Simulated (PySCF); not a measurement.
Choosing a molecule for a target property.

All species are isolated and taken at one optimised geometry, non-relativistic unless stated. Electronic properties by PySCF.

The conformers computed, where there is a choice (atom-mapped SMILES and torsion angles):
- `[CH3:1][NH:2][SiH2:3][CH2:4][SiH2:5][OH:6]`: C1–N2–Si3–C4 64°, N2–Si3–C4–Si5 52°, Si3–C4–Si5–O6 -43°, H–O6–Si5–C4 25°
- `[CH3:1][CH2:2][C:3]1=[CH:4][P:5]1[CH3:6]`: C1–C2–C3–C4 -2°
- `[CH3:1][O:2][c:3]1[s:4][n:5][n:6][c:7]1[CH3:8]`: C1–O2–C3–S4 0°
- `[CH3:1][CH:2]([CH3:3])[P@@H:4]([CH3:5])=[S:6]`: C1–C2–P4–C5 -70°
- `[CH2:1]=[CH:2]/[P:3]=[P:4]\[C:5]([F:6])([F:7])[F:8]`: C1–C2–P3–P4 91°, P3–P4–C5–F6 -68°
- `[CH3:1][CH2:2][P@@:3]1(=[S:4])[CH2:5][C@H:6]1[SiH3:7]`: C1–C2–P3–S4 65°
- `[CH2:1]=[CH:2][CH2:3][PH:4][CH:5]=[CH2:6]`: C1–C2–C3–P4 112°, C2–C3–P4–C5 -168°, C3–P4–C5–C6 118°
- `[CH3:1][C:2]([F:3])([F:4])[C:5](=[O:6])[Cl:7]`: C1–C2–C5–O6 -97°

The conformers of `CC1=CCPC1` aren't listed.

Question: Wanted: lowest triplet excitation (Tamm–Dancoff) between 3 eV and 4 eV (TDA CAM-B3LYP/def2-SVPD) and electronic spatial extent ⟨r²⟩ about the centre of nuclear charge below 940 bohr² (CAM-B3LYP/def2-SVPD), at GFN2-xTB geometries. Which candidate meets both?
A. `CCC1=CP1C`
B. `CN[SiH2]C[SiH2]O`
C. `C#CP(=C)(C)C`
D. `C(=C)/P=P\C(F)(F)F`
E. `CC(C)[P@@H](C)=S`
F. `COc1snnc1C`
G. `CC[P@@]1(=S)C[C@H]1[SiH3]`

Answer: C. Computed values:
```
                  species  lowest triplet excitation (Tamm–Dancoff)  electronic spatial extent ⟨r²⟩ about the centre of nuclear charge
       C(=C)/P=P\C(F)(F)F                                   1.99 eV                                                         1214 bohr²
               COc1snnc1C                                   3.49 eV                                                         1066 bohr²
             C#CP(=C)(C)C                                   3.96 eV                                                          759 bohr²
                CCC1=CP1C                                   4.13 eV                                                          899 bohr²
CC[P@@]1(=S)C[C@H]1[SiH3]                                   4.65 eV                                                         1533 bohr²
         CC(C)[P@@H](C)=S                                   5.42 eV                                                          990 bohr²
         CN[SiH2]C[SiH2]O                                   6.02 eV                                                         1051 bohr²
```

Question: Wanted: HOMO–LUMO gap between 8 eV and 9 eV (CAM-B3LYP/def2-SVPD) and smallest rotational constant above 1.2 GHz (GFN2-xTB), at GFN2-xTB geometries. Which candidate meets both?
A. `CCC1=CP1C`
B. `C(/P=P\C(F)(F)F)=C`
C. `O[SiH2]C[SiH2]NC`
D. `COc1snnc1C`
E. `C#CP(=C)(C)C`

Answer: A. Computed values:
```csv
species,HOMO–LUMO gap,smallest rotational constant
C(/P=P\C(F)(F)F)=C,6.68 eV,0.934 GHz
C#CP(=C)(C)C,7.52 eV,2.090 GHz
COc1snnc1C,8.23 eV,1.081 GHz
CCC1=CP1C,8.82 eV,1.468 GHz
O[SiH2]C[SiH2]NC,9.59 eV,1.236 GHz
```

Question: Wanted: HOMO energy between -7.8 eV and -7.6 eV (CAM-B3LYP/def2-SVPD) and dipole moment below 4 D (CAM-B3LYP/def2-SVPD), at GFN2-xTB geometries. Which candidate meets both?
A. `C#CP(=C)(C)C`
B. `CC[P@@]1(=S)C[C@H]1[SiH3]`
C. `C=CCPC=C`
D. `CCC1=CP1C`
E. `[SiH2](C[SiH2]NC)O`
F. `COc1snnc1C`

Answer: D. Computed values:
```csv
species,HOMO energy,dipole moment
[SiH2](C[SiH2]NC)O,-8.64 eV,2.77 D
COc1snnc1C,-8.23 eV,4.62 D
C=CCPC=C,-7.93 eV,1.07 D
CCC1=CP1C,-7.64 eV,1.80 D
CC[P@@]1(=S)C[C@H]1[SiH3],-7.50 eV,4.34 D
C#CP(=C)(C)C,-6.61 eV,3.31 D
```

Question: Wanted: static isotropic polarisability below 83 au (CAM-B3LYP/def2-SVPD) and lowest singlet excitation below 5 eV (TDDFT CAM-B3LYP/def2-SVPD), at GFN2-xTB geometries. Which candidate meets both?
A. `P(/C=C)=P/C(F)(F)F`
B. `CCC1=CP1C`
C. `CC(C(=O)Cl)(F)F`
D. `CC(C)[P@@H](C)=S`
E. `CN[SiH2]C[SiH2]O`
F. `CC1=CCPC1`
G. `CC[P@@]1(=S)C[C@H]1[SiH3]`

Answer: C. Computed values:
| species | static isotropic polarisability | lowest singlet excitation |
| --- | --- | --- |
| CC(C(=O)Cl)(F)F | 54.8 au | 4.91 eV |
| CC1=CCPC1 | 81.2 au | 6.14 eV |
| CCC1=CP1C | 84.0 au | 5.29 eV |
| CN[SiH2]C[SiH2]O | 87.0 au | 6.28 eV |
| P(/C=C)=P/C(F)(F)F | 90.2 au | 3.12 eV |
| CC(C)[P@@H](C)=S | 95.2 au | 5.89 eV |
| CC[P@@]1(=S)C[C@H]1[SiH3] | 120.6 au | 5.17 eV |
